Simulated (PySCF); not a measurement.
B(CCH)2(OH) (C₄H₃BO), SMILES OB(C#C)C#C.

Geometry optimised at PBE-D3(BJ)/def2-SVP. Other conformers were not sampled.

Level of theory: PySCF with r2SCAN/def2-TZVP.

The molecule is in vacuum.

```yaml
total_energy: -254.18666 hartree
point_group: Cs
highest_occupied_level: -7.05 eV
lowest_empty_level: -2.55 eV
orbital_gap: 4.51 eV
dipole_moment: 1.50 D
quadrupole, principal values (traceless, Buckingham form, about the centre of nuclear charge): -8.28, -4.29, 12.58 D·Å
mean_static_polarisability: 62.2 bohr³ (9.21 Å³)
polarisability_principal_values: 35.6, 58.1, 92.7 bohr³
```
